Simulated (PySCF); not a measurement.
**Cd (cadmium, neutral): UHF calculation**

Configuration: [Kr] 4d10 5s2, closed-shell 1S. Computed with PySCF 2.14 in x2c-TZVPPall with one added diffuse shell each of s, p, d, f type (9s7p7d3f1g, 95 functions), with the spin-free X2C one-electron Hamiltonian (Gaussian nucleus).

| Item | Value |
| --- | --- |
| Total energy | -5591.313557 hartree |
| One-electron energy | -7708.5608 hartree |
| Hartree (Coulomb) energy | 2270.7180 hartree |
| Exchange energy | -153.4708 hartree |
| ⟨S²⟩ | 0.0000 |
| ⟨L²⟩ | 0.000 |
| Sum of ⟨r⟩ | 33.61 bohr |
| Sum of ⟨r²⟩ | 52.40 bohr² |
| Langevin diamagnetic susceptibility | -41.5 ×10⁻⁶ cm³/mol |

```
shell  electrons  mean orbital energy (hartree)  rms radius, mean of both spins (bohr)
   1s          2                     -986.48376                                 0.0348
   2s          2                     -149.66553                                  0.142
   2p          6                     -134.09613                                  0.127
   3s          2                      -29.29689                                  0.381
   3p          6                      -24.05171                                  0.383
   3d         10                      -15.83280                                  0.364
   4s          2                       -4.74317                                  0.942
   4p          6                       -3.11730                                   1.03
   4d         10                       -0.72062                                   1.39
   5s          2                       -0.28124                                   3.33
```

Densities and radii are taken from the X2C orbitals without a picture-change correction, which distorts them close to the nucleus.

Spin-orbit constants ζ (cm⁻¹) from the X2C one-electron operator on these orbitals: bare nucleus, nucleus screened by l(l+1)(2l+1)/3 electrons, and screened by the Breit-Pauli mean field of the electrons.

```
shell     bare  screened nucleus  mean field
   2p  1034000            990700         n/a
   3p   187200            179400         n/a
   3d    28010             22170         n/a
   4p    29300             28080         n/a
   4d     2765              2189         n/a
```
